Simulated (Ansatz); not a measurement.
Start from `OB(S)O[SiH3]` and change one atom or group to get `OB([SiH3])O[SiH3]`.

Ansatz, PBE0-D4/def2-TZVP geometries, multiplicity 1. Each molecule was computed in one conformer, which needn't be the lowest.

```csv
property,`OB(S)O[SiH3]`
HOMO energy (B3LYP/def2-TZVPP) / eV,-7.47
HOMO energy (ωB97M-V/def2-TZVPP) / eV,-9.95
LUMO energy (B3LYP/def2-TZVPP) / eV,-0.39
size of the dipole moment (PBE/def2-TZVPP) / D,0.73
HOMO–LUMO gap (ωB97M-V/def2-TZVPP) / eV,11.46
LUMO energy (PBE/def2-TZVPP) / eV,-1.01
```

What does the change do to each property? (Estimate.)

Ansatz gave: 
```tsv
property	`OB([SiH3])O[SiH3]`	shift
HOMO energy (B3LYP/def2-TZVPP) / eV	-8.01	-0.54
HOMO energy (ωB97M-V/def2-TZVPP) / eV	-10.40	-0.45
LUMO energy (B3LYP/def2-TZVPP) / eV	-0.48	-0.09
size of the dipole moment (PBE/def2-TZVPP) / D	1.82	1.09
HOMO–LUMO gap (ωB97M-V/def2-TZVPP) / eV	12.03	0.57
LUMO energy (PBE/def2-TZVPP) / eV	-1.23	-0.22
```

With PBE0 the HOMO falls by 0.48 eV and the LUMO falls by 0.15 eV, so the gap widens by about 0.33 eV. PBE moves the HOMO by -0.47 eV and ωB97M-V by -0.45 eV. Dipoles are sizes alone; their direction can turn.

Positive LUMOs are unbound, so they and the gaps depend on the basis.

B3LYP here is the variant with VWN-RPA as its local correlation; programs differ in this.
